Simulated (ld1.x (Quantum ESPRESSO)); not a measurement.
## C: excitation energies, all-electron against RRKJ

C, norm-conserving RRKJ (Kleinman–Bylander form), made with ld1.x (Quantum ESPRESSO) 7.5 (LDA (PZ), scalar-relativistic). Core [He], reference 2s2 2p1 (charge +1). Waves: 2p (bound): rc 1.95 bohr; 3d channel at -0.1 Ry: rc 1.55 bohr; 2s (bound): rc 1.00 bohr. Local part: the s channel. Core correction: none.

Energies are relative to the spin-unpolarised reference configuration 2s2 2p1; without spin polarisation the order of configurations can differ from experiment. Spin-polarised rows fill each open shell by Hund’s rule, majority spin first.

```csv
valence configuration,charge,ΔE all-electron (eV),error AE − PS (meV)
2s2 2p2,0,-10.988,+31
2s2 2p0,+2,24.259,+148
2s1 2p0,+3,72.229,+471
2s2 2p1.5,+0.5,-6.959,+13
2s1 2p3,0,-2.746,+83
2s1 2p2,+1,8.494,+13
2s2 2p1 (spin-polarised),+1,-0.397,+40
2s2 2p2 (spin-polarised),0,-12.116,+138
```

(1) What are ΔE and the potential's error for 2s0 2p4?

Levels in the configuration 2s1 2p0:

| level | all-electron (eV) | pseudo (eV) |
| --- | --- | --- |
| 2s | -55.870 | -55.387 |

Answers

(1) ΔE = 5.529 eV all-electron; the error (AE − PS) is +149 meV.
